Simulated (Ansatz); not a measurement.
Computed with Ansatz on PBE0-D4/def2-TZVP structures; ΔE is electronic, products minus reactants. CCSD(T)/CBS adds triple-zeta CCSD(T) − MP2 to the extrapolated MP2 energy (def2 sets, frozen cores). Functionals use def2-TZVPP. def2 core potentials past Kr. For Sn outer-core shells are correlated without core-valence functions, which leaves a few kJ/mol of doubt a bond.

Reaction (isomerisation): `F[C]1=[CH][SnH2]1` → `C#[C][SnH2][F]`

```
             level  ΔE (eV)
            PBE-D4    -1.54
    MP2/def2-TZVPP    -2.06
SCS-MP2/def2-TZVPP    -2.16
   CCSD/def2-TZVPP    -2.07
```

(1) What does CCSD(T)/CBS give? (An estimate is asked.)

Largest T1 diagnostic among the species: 0.016.

## Answers

(1) Computed: -2.03 eV. The listed levels differ from it by 0.49, -0.03, -0.13, -0.04 eV.

From PBE to PBE0 (25 % exact exchange), in def2-TZVPP and without D4, ΔE moves by −0.10 eV. Leaving LDA and LC-ωPBE aside and taking each functional with its dispersion term where it has one, the values, not all of them listed here, spread over 0.54 eV, from BHLYP-D4 to PBE-D4. LDA lies +0.34 eV from PBE without D4. At CCSD(T), def2-SVP lies +0.13 eV from the extrapolated value and def2-TZVPP +0.05 eV.
